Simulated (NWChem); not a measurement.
A series in which one site is exchanged, each optimised at PBE0/def2-SVP with NWChem, gas phase unless a solvent is named. 

A: CBC (C2H7B; site = B)
B: [GaH]([CH3])[CH3] (C2H7Ga; site = Ga)
C: [CH3][AlH][CH3] (C2H7Al; site = Al)

Values for A:

```
Item                                                   Result
-----------------------------------------------------  ------
orbital gap (eV), PBE0/def2-SVP                          8.04
highest harmonic frequency (cm⁻¹), PBE0/def2-SVP         3164
vertical ionisation energy, ΔSCF, B3LYP/def2-SVP (eV)   11.00
static polarisability, B3LYP/def2-SVPD (bohr³)           42.5
```

### Question
How do these values change for the other members?

### Answer
| change from A | B | C |
|---|---|---|
| orbital gap (eV), PBE0/def2-SVP | -1.27 | -1.07 |
| highest harmonic frequency (cm⁻¹), PBE0/def2-SVP | +7 | -10 |
| vertical ionisation energy, ΔSCF, B3LYP/def2-SVP (eV) | -1.27 | -1.14 |
| static polarisability, B3LYP/def2-SVPD (bohr³) | +14.6 | +12.9 |
